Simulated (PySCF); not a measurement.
Structure problem from calculated spectra and properties.

Elements present: C, H, S and Si. Monoisotopic mass: 89.9959 u.

| Quantity | Value |
| --- | --- |
| UV, strongest line | among the 10 lowest singlet transitions: S2 at 5.90 eV (210 nm, f = 0.219) [TDDFT CAM-B3LYP/def2-SVPD] |
| UV, first state | lowest singlet excitation: 5.53 eV (224 nm, f = 0.005) [TDDFT CAM-B3LYP/def2-SVPD] |
| NMR, other nuclei | isotropic shieldings of nuclei other than C and H, by class: 439 (1 Si), 645 (1 S) ppm [GIAO HF/pcSseg-2] |
| Dipole | 1.01 D [CAM-B3LYP/def2-SVPD] |
| Rotational structure | rotational constants A, B, C: 6.985, 3.283, 2.294 GHz [PBE0-D3(BJ)/def2-SVP] |
| 1H NMR | chemical shifts (computed TMS as zero) by class: 6.55 (1 H), 5.43 (1 H), 5.21 (1 H), 4.31 (3 H) ppm [GIAO HF/pcSseg-2] |
| 13C NMR | chemical shifts (computed TMS as zero) by class: 144.2 (1 C), 120.8 (1 C) ppm [GIAO HF/pcSseg-2] |

Electronic properties: PySCF, gas phase, density fitting. Levels stand in brackets. Isolated species at its PBE0-D3(BJ)/def2-SVP geometry (one conformer only). NMR classes are plain means over equivalent atoms (diastereotopic ones count apart unless rotation or inversion swaps them), as if these changed places fast.

Q: Which formula fits the mass and the elements?

A: C2H6SSi (calculated 89.9959). No other formula that holds each of these elements comes within 0.0003 u with a fitting electron parity and a possible valence count.

Q: What is the compound? Reason from the data.

A: Numbering: `[CH2:1]=[CH:2][S:3][SiH3:4]`. Its formula, C2H6SSi, gives 1 degree of unsaturation: 0 rings and 1 π bond in the structure found. 2 carbons fall into 2 classes; from least to most shielded: alkene CH carbon [C2] (144.2 ppm), terminal =CH2 carbon [C1] (120.8 ppm). Hydrogen classes from least to most shielded: 1 H on an alkene CH carbon, C2 (6.55 ppm), 1 H on a terminal =CH2 carbon, C1 (5.43 ppm), 1 H on a terminal =CH2 carbon, C1 (5.21 ppm), 3 H on an SiH3 silicon, Si4 (4.31 ppm). The other shieldings belong to: 439 ppm, SiH3 silicon [Si4]; 645 ppm, sulfur bonded to C and Si [S3]. The optimised geometry has point group Cs and is an asymmetric top. Structure: `C=CS[SiH3]`. Computed isomers that give other values at the same levels: `C=C[SiH2]S` (lowest singlet excitation: 5.90 eV (210 nm, f = 0.040)). The assignments are read from this structure; whether some other isomer fits the data as well wasn't checked.

Conformer computed: `[CH2:1]=[CH:2][S:3][SiH3:4]`: C1–C2–S3–Si4 0°.
